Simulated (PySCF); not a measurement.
CBr2F2.
Cartesian coordinates in Å at the PBE0-D3(BJ)/def2-SVP level; atoms count from 1:
```
atom  x, y, z in Å
F1     0.402    0.345   -1.305
C2     0.047   -0.095   -0.112
F3     0.089   -1.414   -0.125
Br4   -1.760    0.483    0.269
Br5    1.296    0.569    1.210
```

Method used: core-valence-separated Tamm–Dancoff BHandHLYP/aug-pcX-1 (def2-SVPD on Br) in PySCF, non-relativistic, gas phase, PBE0-D3(BJ)/def2-SVP geometry. No empirical shift is added; at this level the pattern usually sits a few eV under experiment.

Q: What does the F 1s absorption edge look like?

A: 
```tsv
E (eV)	f	core hole on	main final orbital
685.88	0.0392	F1/F3	LUMO (2 roots, f summed)
687.25	0.0131	F1/F3	LUMO+1 (2 roots, f summed)
687.71	0.0377	F1/F3	spread (2 roots, f summed)
688.80	0.0197	F1/F3	LUMO+2 (2 roots, f summed)
689.59	0.0234	F1/F3	LUMO+6 (2 roots, f summed)
```

The first line with a tenth or more of the strongest one's intensity is at 685.88 eV (f = 0.039, sum of 2), with the hole on F1/F3 (fluorine of a CF2 group). It is also the strongest listed.

Q: List the carbon K-edge absorption lines.

A: 
| E (eV) | f | core hole on | main final orbital |
| --- | --- | --- | --- |
| 289.19 | 0.0535 | C2 | LUMO (89 %) |
| 289.35 | 0.0979 | C2 | LUMO+1 (68 %) |
| 292.17 | 0.0861 | C2 | LUMO+6 (33 %) |
| 293.79 | 0.0255 | C2 | spread |
| 294.99 | 0.0069 | C2 | LUMO+2 (62 %) |
| 295.46 | 0.0004 | C2 | LUMO+3 (83 %) |
| 295.69 | 0.0012 | C2 | LUMO+4 (89 %) |

The first line with a tenth or more of the strongest one's intensity is at 289.19 eV (f = 0.053), with the hole on C2 (CF2 carbon). The strongest listed is at 289.35 eV (f = 0.098; C2).

Roots within 0.03 eV whose holes lie on the same, on equivalent or on shared atoms are summed into one line, and the highest roots are left out, as the search may have cut off their partners. Final orbitals are the ground state's empty Kohn–Sham orbitals.

Q: What is the summed oscillator strength of the listed F K lines, and their intensity-weighted mean energy?

A: Σf = 0.133 over 5 lines from 685.88 to 689.59 eV; the weighted mean is 687.62 eV. The strongest line holds 29 % of the sum.

The list ends where the root search ended, not at a threshold. The BHandHLYP/aug-pcX-1 (def2-SVPD on Br) calculation is non-relativistic and has no spin–orbit coupling, an omission that weighs most on bromine.
